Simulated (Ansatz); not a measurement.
System: C$_{4}$H$_{12}$OSi, charge 0, multiplicity 1. 
Coordinates optimised at B3LYP-D3(BJ)/def2-TZVP (Ansatz, an electronic-structure program):
```xyz
18

C     -0.8130    -1.0153     1.4460
Si    -0.0873    -0.3653    -0.1560
C     -1.4445     0.2949    -1.2686
C      0.8873    -1.7125    -1.0329
C      1.1154     1.0459     0.2453
O      0.3839     2.0838     0.9164
H     -0.0364    -1.4309     2.0922
H     -1.5484    -1.8012     1.2588
H     -1.3081    -0.2108     1.9931
H     -2.1874    -0.4753    -1.4885
H     -1.9553     1.1320    -0.7893
H     -1.0393     0.6498    -2.2190
H      0.2403    -2.5549    -1.2890
H      1.6940    -2.0960    -0.4038
H      1.3319    -1.3447    -1.9606
H      1.5714     1.4212    -0.6810
H      1.9334     0.6702     0.8751
H      0.9839     2.8066     1.1257
```
Charge 0, spin multiplicity 1.

Computed values are from Ansatz. Valence correlation only, unless marked. UHF or UKS for open shells. No spin-orbit coupling. Non-relativistic. CBS marks a two-point X^-3 extrapolation of the correlation energy; Hartree-Fock from the larger set.

### Question
What is the T1 diagnostic at CCSD/cc-pV(Q+d)Z?

### Answer
0.010.

### Question
What is the dipole moment at CCSD(T)/aug-cc-pV(D+d)Z?

### Answer
1.32 D.

### Question
What is the total energy at CCSD(T)/CBS(cc-pV(T+d)Z,cc-pV(Q+d)Z)?

### Answer
-523.7041 Eh.

### Question
What is the atomisation energy De at CCSD(T)/CBS(cc-pV(T+d)Z,cc-pV(Q+d)Z)?

### Answer
6835.2 kJ/mol.
